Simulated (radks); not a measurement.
Task: I-, 54 electrons, occupied as [Xe]. All-electron calculation, scalar-relativistic Kohn-Sham, PBEsol, spin-polarised, spherical densities, point nucleus; Watson sphere of charge +1 and radius 5.44 bohr. Program: a radial shooting solver on a logarithmic mesh with Libxc functionals. Some entries of the table are withheld. Estimate them.

orbital  occ.  eigenvalue (hartree)  <1/r> (bohr^-1)
1s          2             -1211.460              (1)
2s          2                   (2)            13.02
2p          6                   (3)            12.45
3s          2             -37.65912            4.665
3p          6             -31.45253            4.436
3d         10             -22.15169              (4)
4s          2              -6.51260            1.887
4p          6              -4.56670              (5)
4d         10              -1.73111            1.441
5s          2              -0.54083           0.6541
5p          6              -0.17897              (6)

Result: 
(1) 1s <1/r> (bohr^-1): 56.82
(2) 2s eigenvalue (hartree): -187.0865
(3) 2p eigenvalue (hartree): -167.9302
(4) 3d <1/r> (bohr^-1): 4.199
(5) 4p <1/r> (bohr^-1): 1.728
(6) 5p <1/r> (bohr^-1): 0.4909
